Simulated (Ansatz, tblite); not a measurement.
Isomers of YSi$_{6}$ (doublet), found by a short tight-binding search and relaxed with PBE-D4/def2-SVP in Ansatz.

In the def2 sets Y takes a core potential; there is no spin–orbit coupling. The xTB rows come from tblite. Correlated methods freeze 30 core orbitals; core or outer-core shells of Y are correlated, in sets that lack core-valence functions. In CCSD on the charge 0 doublet the largest single amplitude is 0.20, so its Hartree–Fock determinant may place the open shell otherwise than the density functionals do.

Run but left out: HF/def2-SVP (B: a determinant that CCSD turns far, T1 0.051); MP2/def2-SVP (A: ⟨S²⟩ 0.95, where a pure state has 0.75).

A: At CCSD(T)/def2-SVP the charge 0 doublet is spin-contaminated (final ⟨S²⟩ up to 0.95, 0.75 for a pure state). B: At r2SCAN-D4/def2-TZVP, BHLYP-D4/def2-TZVP, CCSD(T)/def2-SVP the charge 0 doublet is spin-contaminated (final ⟨S²⟩ up to 0.99, 0.75 for a pure state). At CCSD(T)/def2-SVP T1 of the charge 0 doublet is large (up to 0.051), so the single-reference result is doubtful.

Other spin states were run for one of them alone.

A:

Cartesian coordinates in Å:
```
Y 0.918 -1.252 1.613
Si -0.186 1.237 -0.649
Si -1.468 -0.649 0.399
Si -0.214 1.256 1.721
Si -1.565 -0.148 -2.001
Si 0.489 -1.139 -1.094
Si 2.026 0.695 0.011
```

B:

```xyz
7

Y     0.6001    1.9238    0.7311
Si   -0.4394   -1.8625   -1.4511
Si    1.8902   -0.3875    1.4234
Si   -0.4757   -0.8571    0.7676
Si    1.3714   -0.4077   -0.8561
Si   -2.0121    1.1125    0.6804
Si   -0.9345    0.4785   -1.2952
```

Problem. Estimate their order by electronic energy at PBE0-D4/def2-TZVP, counted from the lowest.

Solution. A (0.00) < B (0.01), in eV. Gaps under about 2 kJ/mol are ties within the noise of geometry and basis.

Problem. Do the other levels pick the same lowest one?

Solution. Not GFN1-xTB, GFN2-xTB, r2SCAN-D4/def2-TZVP, CCSD/def2-SVP, CCSD(T)/def2-SVP. Energies above each level's lowest (eV):

```csv
level,A,B
GFN1-xTB,0.14,0.00
GFN2-xTB,0.15,0.00
PBE-D4/def2-TZVP,0.00,0.01
BLYP-D4/def2-TZVP,0.00,0.03
r2SCAN-D4/def2-TZVP,0.07,0.00
PBE0-D4/def2-TZVP,0.00,0.01
BHLYP-D4/def2-TZVP,0.00,0.01
CCSD/def2-SVP,0.01,0.00
CCSD(T)/def2-SVP,0.01,0.00
```
Point groups (tolerance 0.1 Å): A Cs, B Cs. A and B have the same bonds, so they are conformers or stereoisomers. Lower isomers may exist.
